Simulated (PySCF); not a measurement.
Be(H)(iPr), SMILES [BeH][CH](C)C, B3LYP/def2-SVP optimised geometry.

```
12

Be    -1.04    -0.35     0.00
H     -2.37    -0.37     0.00
C      0.66    -0.35     0.00
C      1.27     0.20     1.31
C      1.27     0.35    -1.23
H      0.94    -1.43    -0.06
H      2.37     0.12     1.30
H      1.03     1.27     1.45
H      0.91    -0.33     2.20
H      0.90    -0.08    -2.18
H      2.37     0.26    -1.24
H      1.03     1.43    -1.25
```

Density from B3LYP/def2-TZVP (PySCF) at that geometry.

Minimum of the electron density along straight lines between bonded atoms, close to the bond critical point (lines longer than 1.1 times the sum of covalent radii, or with two minima, are not listed):

```csv
bond,length / Å,ρ at the minimum / e bohr⁻³,∇²ρ there / e bohr⁻⁵,position (fraction from the first atom)
Be1–H2,1.333,___,0.24,0.43
Be1–C3,1.694,0.102,___,0.33
C3–C4,1.545,0.234,-0.54,0.49
C3–C5,1.545,0.234,-0.54,0.49
C3–H6,1.113,0.261,___,0.63
C4–H7,1.106,0.270,-0.90,0.64
C4–H8,1.104,0.271,-0.90,0.64
C4–H9,1.103,0.271,-0.91,0.64
C5–H10,1.103,0.271,-0.91,0.64
C5–H11,1.106,0.270,-0.90,0.64
C5–H12,1.104,0.271,-0.90,0.64
```

### Question
Fill in the missing entries.

### Answer

- Be1–H2, ρ at the minimum / e bohr⁻³: 0.093
- Be1–C3, ∇²ρ there / e bohr⁻⁵: 0.31
- C3–H6, ∇²ρ there / e bohr⁻⁵: -0.83
